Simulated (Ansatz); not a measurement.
**CH4AlF2N: structure from calculated spectroscopic constants**

These gas-phase data were calculated for one isomer of CH4AlF2N at PBE0-D3(BJ)/def2-SVP (harmonic, unscaled wavenumbers; equilibrium rotational constants with average atomic masses):

```
rotational constants            : 6.196, 2.652, 1.879 GHz
all wavenumbers above 1500 cm⁻¹ : 3630, 3140, 3084, 3017
```

Candidates:

(1) `C[NH][Al]([F])[F]`, a singlet
(2) `C=[NH+][AlH-]([F])[F]`, a singlet
(3) `[F][Al-]1([F])[CH2][NH2+]1`, a singlet

Question: Which candidate do the data belong to?

Answer: Candidate (1). No mode falls between 1700 and 2050 cm⁻¹, where the Al–H stretch of (2) would stand. 1 mode lies between 3250 and 3800 cm⁻¹, one for each N–H bond, while (3) has 2.

The same quantities for all candidates:

```
     rotational constants (GHz)   wavenumbers above 1500 cm⁻¹  E above the lowest, PBE0-D3(BJ)/def2-SVP (kcal/mol)
(1)         6.196, 2.652, 1.879        3630, 3140, 3084, 3017                                                  0.0
(2)         5.409, 2.698, 2.064  3545, 3241, 3123, 1939, 1772                                                 15.6
(3)         4.975, 3.457, 2.472  3636, 3540, 3214, 3129, 1570                                                 12.8
```

Harmonic stretches to hydrogen usually lie a few per cent above observed fundamentals. Each candidate is one conformer. Programs: Ansatz 0.2.0.
